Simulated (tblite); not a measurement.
Give a GFN2-xTB geometry of `O=C[SiH2]O/C=C1\CCS1`.

```
atom  x, y, z in Å
O1    -4.6136    0.8377    0.0202
C2    -3.4143    0.7339    0.0169
Si3   -2.5140   -0.9247   -0.2745
O4    -0.9768   -0.4275   -0.1210
C5     0.1965   -1.1043   -0.2181
C6     1.3564   -0.4883   -0.0347
C7     1.7368    0.9241    0.2908
C8     3.2438    0.6473    0.2933
S9     2.9951   -1.1310   -0.1055
H10   -2.7918    1.6400    0.1902
H11   -2.8841   -1.9106    0.7408
H12   -2.7962   -1.4491   -1.6109
H13    0.1402   -2.1580   -0.4501
H14    1.3491    1.2591    1.2539
H15    1.4210    1.6379   -0.4713
H16    3.8091    1.1527   -0.4854
H17    3.7356    0.7728    1.2544
```

Orientation and origin are arbitrary. Atoms count from 1 in this order. The 3 C–C bonds span 1.326 Å (C5=C6, drawn double) to 1.532 Å (C7–C8, drawn single), a spread of 0.206 Å. The 4-membered ring C6–C7–C8–S9 has internal angles of 76.4° to 96.7° (sum 360°, against 360° for a flat polygon); it is planar, 0.00 Å rms from its mean plane, widest ring torsion 0°. The C–O distances run from 1.204 Å (O1=C2, drawn double) to 1.358 Å (O4–C5, drawn single), a spread of 0.154 Å. Si3 (oxygen-bound silicon) is distorted tetrahedral (angles from 99.6° to 112.4°).

Bonds between heavy atoms (Å): O1=C2 1.204, C2–Si3 1.909, Si3–O4 1.623, O4–C5 1.358, C5=C6 1.326, C6–C7 1.498, C7–C8 1.532, C8–S9 1.839, C6–S9 1.762.

The geometry is computed with GFN2-xTB (gas phase).

Point group: near Cs, missed by 0.10 Å at most; the miss may be what the optimiser left on a soft mode. Its GFN2-xTB frequencies are all real (lowest 32 cm⁻¹). One conformer, not necessarily the lowest (O1–C2–Si3–O4 -179°, C2–Si3–O4–C5 180°, Si3–O4–C5–C6 -179°). 3 starts were optimised and ended at 0.00, 0.02 and 2.36 kcal/mol (GFN2-xTB); the lowest of these is shown.

Time: 1.7 s. Hardware: Intel Xeon, one thread, no GPU (shared host). That covers the optimisation of the geometry.
